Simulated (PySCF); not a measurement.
**Methylphenyl(mesityl)phosphine oxide (C16H19OP): Computed beside measured shifts**

System: Methylphenyl(mesityl)phosphine oxide (C16H19OP), SMILES Cc1cc(C)c([P@](C)(=O)c2ccccc2)c(C)c1.

Atom-mapped SMILES (hydrogens are numbered by the atom that bears them): [CH3:1][c:2]1[cH:3][c:4]([CH3:5])[c:6]([P@:7]([CH3:8])(=[O:9])[c:10]2[cH:11][cH:12][cH:13][cH:14][cH:15]2)[c:16]([CH3:17])[cH:18]1

Computed with GIAO PBE0/pcSseg-2, gas phase, PySCF SCF with an in-house response code, fitting set def2-universal-JFIT up to Ne and JKFIT beyond, grid level 2, non-relativistic, on the PBE0-D3(BJ)/def2-SVP geometry.

One optimised conformer. Values are averaged over the atoms that symmetry or fast rotation interchanges, on this one geometry and without vibrational averaging. Shifts are the reference shielding less the shielding here, at the same level (13C, 1H against isolated TMS; 17O against isolated H2O; 31P against isolated H3PO4); nuclei without a reference have shieldings only.

What shifts does this level give for P7, and how do they compare with measurement?


```json
{"atom": "P7", "nucleus": "31P", "computed / ppm": "11.7", "measured / ppm": "34.6", "computed less measured": "-22.9", "measured against": "85 % H3PO4", "medium of the measurement": "CDCl3"}
```

Computed 19F and 31P shifts carry an offset from the reference molecule (CFCl3 is hard for DFT, lone H3PO4 or PH3 isn't the 85 % acid), so differences between compounds are more accurate than the values.

Measured values: supporting information or article, doi 10.1039/c1cc14856g.
